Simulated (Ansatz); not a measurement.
Isomers of CH4F2OSi, relaxed with PBE0-D4/def2-TZVP in Ansatz; electronic energies, one conformer each and not always the lowest. Functionals use def2-TZVPP; CBS adds triple-zeta CCSD(T) − MP2 to the MP2 limit of def2-TZVPP and def2-QZVPP.

(1) Order them by energy at frozen-core CCSD(T)/CBS, lowest first. (An estimate is asked.)
A. `FC(F)O[SiH3]`
B. `C[Si](O)(F)F`
C. `OC(F)(F)[SiH3]`

(2) How do B2PLYP, MP2/CBS(def2), PBE0-D4, PBE-D4 place them (kJ/mol, against `C[Si](O)(F)F`)? (Estimate.)

Results:

(1) B (0.0 kJ/mol), A (506.6 kJ/mol), C (619.4 kJ/mol).

(2) Computed: 
```csv
isomer,B2PLYP,MP2/CBS(def2),PBE0-D4,PBE-D4
`FC(F)O[SiH3]`,493.6,528.0,478.4,466.3
`OC(F)(F)[SiH3]`,609.1,645.4,583.1,562.2
```
